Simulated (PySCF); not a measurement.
## V (vanadium, neutral) across methods

[Ar] 3d5, high-spin 6S determinant (an excited configuration). Calculation: PySCF 2.14, in aug-cc-pVQZ-DK; the spin-free X2C one-electron Hamiltonian (Gaussian nucleus).

```csv
method,E (hartree),mean ε 3p α (eV),mean ε 3p β (eV),mean ε 3d α (eV),Σ⟨r²⟩ (bohr²),⟨S²⟩
B97-3,-948.978,-42.324,-37.767,-2.300,36.79,8.750
r2SCAN,-949.080,-40.407,-35.885,-1.419,38.58,8.750
BHandHLYP,-949.066,-45.386,-39.577,-3.221,35.38,8.750
UHF,-948.00478,-51.884,-43.017,-5.230,33.42,8.750
PBE0,-948.910,-42.243,-37.546,-2.410,37.00,8.750
LDA,-946.933,-38.867,-35.566,-1.656,38.72,8.750
PBEsol,-947.876,-38.837,-35.405,-1.499,39.02,8.750
```

**Question.** Estimate the same row for PBE.

**Answer.** E (hartree) = -948.904; mean ε 3p α (eV) = -38.993; mean ε 3p β (eV) = -35.520; mean ε 3d α (eV) = -1.520; Σ⟨r²⟩ (bohr²) = 39.54; ⟨S²⟩ = 8.750.
